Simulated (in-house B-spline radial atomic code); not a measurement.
## RPA and G0W0 on LDA exchange-only: Sc IV (Sc3+)

Configuration [Ne] 3s2 3p6, mean-field start LDA exchange-only. Computed with an all-electron radial atomic-structure program (B-spline basis): all electrons, scalar-relativistic (spin-free one-electron X2C), finite nucleus, each spin shell either full or empty, empty states to l = 9 with an (l + 1/2)⁻⁴ tail; G0W0 by contour deformation at full frequency.

Command:
```bash
python run_gw.py task.json out
```
Settings (radii: box in bohr, nucleus in fm):
```
Z                        21
electrons                18
configuration            [Ne] 3s2 3p6
hamiltonian              x2c
method                   lda,
lmax                     9
rms_radius               3.5459
spin_polarised           False
box_radius               14.14
intervals                69
```

Time taken, with all properties: 1.3 s on 1 thread of Intel(R) Xeon(R) 6975P-C, on a shared host.

Energies (hartree):

```json
{"term": "mean-field total", "value": "-759.00294"}
{"term": "Hartree-Fock functional on these orbitals", "value": "-761.75265"}
{"term": "direct second order", "value": "-1.38"}
{"term": "second-order exchange", "value": "0.46248"}
{"term": "SOSEX correction", "value": "0.41821"}
```

Question: What is the RPA correlation energy, and what remains with SOSEX?

Answer: RPA gives -1.1909 hartree (-1.8 eV per electron); RPA + SOSEX gives -0.77266, and the second-order doubles -0.91754 hartree (no singles). RPA lacks exchange-type terms and so overcorrelates at short range.

Quasi-particle levels (eV):

```tsv
level	occupied	mean field	Σx - vxc	Σc	QP weight	G0W0
3p	yes	-62.87	-10.88	?	?	?
3d	no	-30.93	8.39	-2.77	0.957	-25.310
```

G0W0 = mean field + (Σx - vxc) + Σc, with Σc (partial-wave tail included) taken at the quasi-particle energy. Only the outer levels were computed. Levels of low weight are left out.

Question: Where does G0W0 put 3p?

Answer: At -73.61 eV, with Σc = 0.14 eV and a quasi-particle weight of 0.931. The tabulated removal energy is 73.489 eV (NIST, measured); the calculation leaves out spin-orbit coupling, Breit and QED terms, and what these don't explain is the method's own error.
